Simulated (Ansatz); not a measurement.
`C[Si](C)(C)O[Si](C)(C)O[Si](C)(C)O[Si](C)(C)O[Si](C)(C)O[Si](C)(C)C` with charge -1. Total charge -1; doublet. Geometry PBE-D4/def2-SVP, that of the neutral singlet; atoms count from 1.

```xyz
67

C     3.848    0.658    0.393
Si    3.575    2.100   -0.791
C     3.529    3.738    0.144
C     4.916    2.138   -2.121
O     2.075    1.869   -1.520
Si    1.019    1.970   -2.810
C     0.180    3.647   -2.806
C     1.926    1.610   -4.415
O    -0.167    0.807   -2.577
Si   -0.332   -0.656   -1.760
C     1.269   -1.630   -1.826
C    -1.772   -1.554   -2.554
O    -0.674   -0.345   -0.143
Si   -1.359    0.906    0.760
C    -0.015    2.123    1.242
C    -2.749    1.703   -0.214
O    -2.011    0.226    2.141
Si   -1.634   -0.891    3.343
C    -2.380   -0.269    4.945
C     0.235   -1.109    3.432
O    -2.357   -2.355    2.989
Si   -2.647   -3.389    1.685
C    -3.844   -2.549    0.494
C    -3.406   -4.954    2.406
C    -1.008   -3.765    0.828
H     3.967   -0.298   -0.159
H     2.983    0.546    1.080
H     4.759    0.810    1.008
H     2.738    3.722    0.923
H     3.313    4.582   -0.544
H     4.498    3.944    0.643
H     4.770    2.989   -2.819
H     4.912    1.202   -2.718
H     5.924    2.245   -1.667
H    -0.325    3.823   -1.835
H    -0.586    3.712   -3.606
H     0.914    4.463   -2.964
H     1.223    1.601   -5.273
H     2.708    2.369   -4.619
H     2.419    0.617   -4.367
H     2.080   -1.049   -1.345
H     1.170   -2.598   -1.293
H     1.562   -1.842   -2.875
H    -1.966   -2.519   -2.045
H    -2.695   -0.942   -2.496
H    -1.564   -1.759   -3.624
H     0.479    2.543    0.345
H     0.765    1.612    1.843
H    -0.430    2.953    1.850
H    -3.194    2.554    0.339
H    -2.371    2.071   -1.189
H    -3.555    0.967   -0.411
H    -2.226   -1.001    5.765
H    -1.927    0.697    5.250
H    -3.472   -0.115    4.822
H     0.510   -1.914    4.144
H     0.641   -1.376    2.434
H     0.731   -0.173    3.766
H    -4.108   -3.214   -0.355
H    -4.782   -2.265    1.014
H    -3.386   -1.628    0.080
H    -3.634   -5.693    1.609
H    -2.714   -5.434    3.129
H    -4.351   -4.726    2.941
H    -1.145   -4.432   -0.049
H    -0.298   -4.257    1.524
H    -0.553   -2.817    0.479
```

Single mean-field runs in def2-SVP are fitted with def2-universal-jkfit. The highest occupied level of the charge -1 doublet lies above zero (up to 2.78 eV). By energy differences it is unbound by 1.78 eV (vertical, against the charge 0 singlet, at PBE0-D4/def2-SVP) and held by the finite basis.

(1) Estimate the Mulliken populations of the heavy atoms from the PBE0/def2-SVP orbitals of Ansatz.

(2) Where does the spin sit?

(3) And the Mayer bond orders between heavy atoms (over 0.3)?

Answers

(1) 
```tsv
atom	charge (e)	spin (α − β)
C1	-0.28	-0.04
Si2	0.70	0.05
C3	-0.29	-0.04
C4	-0.26	-0.06
O5	-0.62	0.00
Si6	0.86	0.06
C7	-0.28	-0.06
C8	-0.27	-0.06
O9	-0.61	0.00
Si10	0.87	0.05
C11	-0.31	-0.04
C12	-0.30	-0.03
O13	-0.64	0.00
Si14	0.86	0.03
C15	-0.31	-0.04
C16	-0.32	-0.03
O17	-0.61	0.00
Si18	0.89	0.03
C19	-0.31	-0.02
C20	-0.34	-0.04
O21	-0.61	0.00
Si22	0.70	0.03
C23	-0.33	-0.02
C24	-0.31	-0.02
C25	-0.35	-0.03
```
Mulliken values depend strongly on the basis.

(2) Summed by element: C -0.52, Si 0.24, O -0.01, H 1.29, of 1 unpaired in all. Largest on single atoms: C4 -0.06, C8 -0.06, H32 0.06.

(3) C1–Si2 0.99 (1.89 Å); Si2–C3 0.99 (1.89 Å); Si2–C4 0.98 (1.89 Å); Si2–O5 0.97 (1.68 Å); O5–Si6 0.98 (1.67 Å); Si6–C7 0.98 (1.88 Å); Si6–C8 0.98 (1.88 Å); Si6–O9 1.01 (1.68 Å); O9–Si10 0.98 (1.68 Å); Si10–C11 0.99 (1.88 Å); Si10–C12 0.99 (1.87 Å); Si10–O13 0.98 (1.68 Å); O13–Si14 0.94 (1.69 Å); Si14–C15 1.01 (1.88 Å); Si14–C16 0.99 (1.87 Å); Si14–O17 1.02 (1.67 Å); O17–Si18 0.99 (1.68 Å); Si18–C19 0.97 (1.87 Å); Si18–C20 0.99 (1.88 Å); Si18–O21 1.04 (1.67 Å); O21–Si22 1.00 (1.69 Å); Si22–C23 1.00 (1.89 Å); Si22–C24 0.96 (1.88 Å); Si22–C25 1.00 (1.89 Å).
